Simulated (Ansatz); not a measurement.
A single point on `CC(=O)Br`.

```yaml
crystal:
  periodic: [false, false, false]
  atoms:
    - {symbol: C, position_ang: [0.317194, 0.588887, 0.223706]}
    - {symbol: C, position_ang: [-0.346369, -0.731430, 0.032419]}
    - {symbol: O, position_ang: [-0.610296, -1.539131, 0.844726]}
    - {symbol: Br, position_ang: [-0.791107, -1.052681, -1.866936]}
    - {symbol: H, position_ang: [0.547824, 0.728371, 1.279291]}
    - {symbol: H, position_ang: [-0.343547, 1.379716, -0.134817]}
    - {symbol: H, position_ang: [1.226312, 0.626258, -0.378390]}
basis:
  gaussian: {orbitals: def2-QZVPP}
correlation: {method: mp2}
```

```sh
$ ansatz run in.yaml --threads 4 --pin off --events-out ev --progress --plain --max-ram 10444MiB
```

Output, abridged:

```
Functional definition: HF
2178 factors; integrals over basis functions are off by at most 9.2e-4 eV
mean field evaluation 1: about -74144.4937 eV, gradient 3.9e1 eV
mean field evaluation 2: about -74144.5902 eV, gradient 3.9e1 eV
mean field evaluation 4: about -74147.7784 eV, gradient 4.5e0 eV
mean field evaluation 8: about -74147.8636 eV, gradient 5.3e-1 eV
mean field evaluation 16: about -74147.8670 eV, gradient 2.7e-6 eV
mean field -74147.86703739 eV, -2724.8838543947 hartree, gradient 2.7e-6 eV, S^2 0.000000; 0 other end points of the search recorded, 0 dependent functions left out
12 core orbitals not correlated: weight in the atoms' cores, before any rotation towards them, 1.000 or more for the frozen orbitals, at most 0.000 for the correlated occupied ones
reference -74147.86703739 eV, -2724.8838543947 hartree; 17, 17 occupied and 321, 321 virtual orbitals, 2178 factors
second order -32.51161716 eV of doubles, -0.00000000 eV of singles
Total energy: -74180.37865456 eV, -2726.0786342884 hartree
```

It took 10 s on 4 threads of an Intel Xeon Platinum 8375C on a shared host, with 1.5 GiB of host memory at the peak.
